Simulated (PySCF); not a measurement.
BH₂N. Atoms are numbered in the order given.

```xyz
4

B      0.0000     0.0000     0.6923
N      0.0000     0.0000    -0.5410
H      0.0000     0.0000     1.8591
H      0.0000     0.0000    -1.5332
```
Charge 0, spin multiplicity 1.

Coordinates come from a B3LYP-D3(BJ)/def2-TZVPD optimisation.

Calculation: PBE0/pcSseg-2 (PySCF).

GIAO shieldings, no solvent; atoms alike by connectivity are averaged. δ = σ(ref) − σ: ¹¹B against BF3 (σ = 88.8 ppm); ¹⁵N against NH3 (σ = 263.3 ppm); ¹H against TMS (σ = 31.54 ppm), references at their B3LYP-D3(BJ)/def2-TZVP geometries, non-relativistic.

Computed chemical shifts:
```
nucleus  atoms  count  δ (ppm)
-------  -----  -----  -------
¹¹B         B1      1    -15.6
¹⁵N         N2      1    105.1
¹H          H3      1     1.72
¹H          H4      1     1.36
```
